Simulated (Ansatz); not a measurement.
F$_{2}$Mg, singlet, geometry from GFN2-xTB (such geometries of metal compounds can be far from the true shape).

Ansatz (a program for electronic structure) was given this input:
Ansatz 0.2 input:
```yaml
crystal:
  periodic: [false, false, false]
  atoms:
    - {symbol: Mg, position_ang: [0.40305854, -0.05533096, -0.13647722]}
    - {symbol: F, position_ang: [-0.45725792, 1.18552207, -0.93154954]}
    - {symbol: F, position_ang: [-0.08015346, -1.11174745, 1.11351917]}
basis:
  gaussian:
    orbitals: def2-SVP
hamiltonian:
  xc: b3lyp
accuracy: high
```

What does this run give for the total energy, number of basis functions?


| Item | Value |
|---|---|
| total energy | -399.6683 Eh |
| number of basis functions | 46 |
